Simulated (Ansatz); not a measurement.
Start from `CB(C)C=O` and change one atom or group to get `CNB(C)C`.

Ansatz, PBE0-D4/def2-TZVP geometries, multiplicity 1. Each molecule was computed in one conformer, which needn't be the lowest.

| property | `CB(C)C=O` |
| --- | --- |
| LUMO energy (ωB97M-V/def2-TZVPP) / eV | 1.02 |
| HOMO–LUMO gap (PBE/def2-TZVPP) / eV | 3.11 |
| size of the dipole moment (ωB97M-V/def2-TZVPP) / D | 2.85 |
| size of the dipole moment (B3LYP/def2-TZVPP) / D | 2.86 |
| HOMO–LUMO gap (ωB97M-V/def2-TZVPP) / eV | 10.17 |
| HOMO energy (ωB97M-V/def2-TZVPP) / eV | -9.15 |

(1) What does the change do to each property? (An estimate is asked.)

Answers

(1) Computed: 
```
                                          property  `CNB(C)C`  shift
             LUMO energy (ωB97M-V/def2-TZVPP) / eV       2.12   1.10
               HOMO–LUMO gap (PBE/def2-TZVPP) / eV       6.20   3.09
size of the dipole moment (ωB97M-V/def2-TZVPP) / D       1.32  -1.53
  size of the dipole moment (B3LYP/def2-TZVPP) / D       1.34  -1.52
           HOMO–LUMO gap (ωB97M-V/def2-TZVPP) / eV      11.82   1.65
             HOMO energy (ωB97M-V/def2-TZVPP) / eV      -9.71  -0.56
```

With PBE0 the HOMO falls by 0.60 eV and the LUMO rises by 1.93 eV, so the gap widens by about 2.53 eV. PBE moves the HOMO by -0.83 eV and ωB97M-V by -0.56 eV. Dipoles are sizes alone; their direction can turn.

B3LYP here is the variant with VWN-RPA as its local correlation; programs differ in this.
